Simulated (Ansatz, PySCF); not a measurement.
Caution: the highest occupied level lies above zero, so the state may not be bound. This singlet lies 0.90 eV below the relaxed triplet at the level frozen-core CCSD(T)/aug-cc-pVDZ // PBE0-D3(BJ)/def2-TZVPD (Ansatz, a first-principles code).

Z-matrix (Å, degrees):
```
Al
C 1 2.0456
H 2 1.0954 1 114.71
H 2 1.1024 3 107.83 1 122.69
H 2 1.1024 3 107.81 4 114.69
C 1 2.0456 2 97.61 3 179.90
H 6 1.0954 1 114.71 2 -179.37
H 6 1.1023 7 107.86 1 -122.87
H 6 1.1024 7 107.78 8 -114.69
```
Charge -1, spin multiplicity 1.

Question: Predict the HOMO and total energy from PBE0-D3(BJ)/def2-TZVPD (PySCF).

Answer: 
```
Property           Result
------------  -----------
HOMO              0.51 eV
total energy  -8763.87 eV
```
